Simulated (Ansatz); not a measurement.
`[I][In]([I])[I]`. The species carries charge 0 and has multiplicity 1. I, In takes the def2 core potential. All single points use the PBE0-D4/def2-TZVP geometry.

```xyz
4

I    -2.090   -1.506   -0.564
In    0.000    0.000    0.000
I     2.161   -1.085    1.053
I    -0.071    2.591   -0.489
```

(1) What is the dipole moment at ωB97M-V/def2-TZVPP? (Estimate.)

(2) Give the Mulliken charges with ωB97M-V, r2SCAN, B3LYP in def2-TZVPP. (Estimate.)

Results:

(1) The calculation gave: 0.00 D, zero by symmetry or nearly so.

(2) The calculation gave: 
```tsv
atom	ωB97M-V	r2SCAN	B3LYP
I1	-0.19	-0.22	-0.22
In2	0.58	0.67	0.67
I3	-0.19	-0.22	-0.22
I4	-0.19	-0.22	-0.22
```

B3LYP here is the variant with VWN-RPA as its local correlation; programs differ in this.

Computed with Ansatz.
